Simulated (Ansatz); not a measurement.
Basis-set series for CH4B2S, SMILES `B1BSC1`. Charge 0, multiplicity 1. The structure was optimised at the PBE0-D4/def2-TZVP level.

```
functional       basis  functions  energy (Eh)  HOMO (eV)  LUMO (eV)
   PBE0-D4    def2-SVP         80   -487.92983      -7.41      -1.57
   PBE0-D4  def2-TZVPP        191   -488.16577      -7.44      -1.70
   ωB97M-V    def2-SVP         80   -488.10829      -9.53       0.53
   ωB97M-V  def2-TZVPP        191   -488.34885      -9.58       0.28
```

Question: Give the rows for def2-QZVPP. (Best estimate.)

Answer: Computed: 
```csv
functional,basis,functions,energy (Eh),HOMO (eV),LUMO (eV)
PBE0-D4,def2-QZVPP,361,-488.18305,-7.45,-1.73
ωB97M-V,def2-QZVPP,361,-488.36501,-9.59,0.20
```

Positive LUMOs are unbound and depend on the basis.
